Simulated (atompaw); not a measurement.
## u(r) = r·R(r): atom against pseudo-atom (Mo (Z = 42))

Columns: radius, all-electron u(r) and pseudo u(r) of the 4d shell (level -5.33 eV) of molybdenum in the configuration [Ar] 3d10 4s2 4p6 4d5 5s0.75 5p0; PBEsol, scalar-relativistic, PAW (atompaw) scheme, atompaw 4.2.0.5.

| r (bohr) | all-electron | pseudo |
| --- | --- | --- |
| 0.112 | -0.1520 | 0.0004 |
| 0.223 | -0.3307 | 0.0034 |
| 0.335 | -0.3060 | 0.0114 |
| 0.446 | -0.1475 | 0.0261 |
| 0.558 | 0.0568 | 0.0490 |
| 0.669 | 0.2514 | 0.0804 |
| 0.781 | 0.4168 | 0.1205 |
| 0.892 | 0.5435 | 0.1677 |
| 1.004 | 0.6348 | 0.2210 |
| 1.115 | 0.6939 | 0.2774 |
| 1.227 | 0.7277 | 0.3352 |
| 1.338 | 0.7417 | 0.3907 |
| 1.450 | 0.7409 | 0.4422 |
| 1.562 | 0.7295 | 0.4868 |
| 1.673 | 0.7109 | 0.5225 |
| 1.785 | 0.6870 | 0.5485 |
| 1.896 | 0.6603 | 0.5639 |
| 2.008 | 0.6315 | 0.5691 |
| 2.119 | 0.6021 | 0.5649 |
| 2.231 | 0.5723 | 0.5526 |
| 2.342 | 0.5431 | 0.5342 |
| 2.454 | 0.5143 | 0.5112 |
| 2.565 | 0.4866 | 0.4860 |
| 2.677 | 0.4597 | 0.4597 |
| 2.788 | 0.4341 | 0.4341 |
| 2.900 | 0.4094 | 0.4094 |

(1) How many radial nodes do the two functions have?

(2) Is the pseudo-wave norm-conserving?

Results:

(1) The all-electron 4d function has n − l − 1 = 1; the pseudo-wave has 0, since the states of the same l below it are removed with the core.

(2) No, it belongs to a PAW set: the norm inside the radius is not constrained, and the difference is carried by the augmentation charge.
